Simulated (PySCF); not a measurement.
Isomers of C6H8O, one conformer each. Method: core-valence-separated Tamm–Dancoff BHandHLYP/aug-pcX-1 (pcseg-1 on H) in PySCF, non-relativistic, gas phase, PBE0-D3(BJ)/def2-SVP geometry. No empirical shift is added; at this level the pattern usually sits a few eV under experiment.

P. `C=C/C=C/C(C)=O`
Q. `C#C/C=C/COC`

Main lines, eV (oscillator strength):
1. C K: 282.5 (0.062), 283.0 (0.046), 283.1 (0.058), 283.5 (0.039), 283.7 (0.101); O K: 533.9 (0.008), 534.0 (0.008), 534.5 (0.013), 535.1 (0.017), 535.5 (0.011)
2. C K: 282.0 (0.024), 282.0 (0.092), 282.1 (0.038), 282.6 (0.050), 283.3 (0.073); O K: 528.2 (0.045), 533.3 (0.004)
Listed: the first five lines at most of each edge with a tenth or more of its strongest line's intensity; roots within 0.03 eV on the same or equivalent atoms are summed. Only the lowest roots were sought, and the top ones are left out.

Problem. Which spectrum belongs to which isomer?

Solution. 1 = Q, 2 = P.
- P: first C line listed at 282.0 eV, hole on the terminal =CH2 carbon (1s→π*); first O line listed at 528.2 eV, hole on the ketone oxygen (1s→π*).
- Q: first C line listed at 282.5 eV, hole on the alkene CH carbon (1s→π*); first O line listed at 533.9 eV, hole on the ether oxygen.

Problem. What are the ground-state energies of the isomers at BHandHLYP/aug-pcX-1 (pcseg-1 on H), relative to the lowest?

Solution. P 0.0, Q 195.0 kJ/mol (electronic energies on these geometries, no dispersion or zero-point terms).
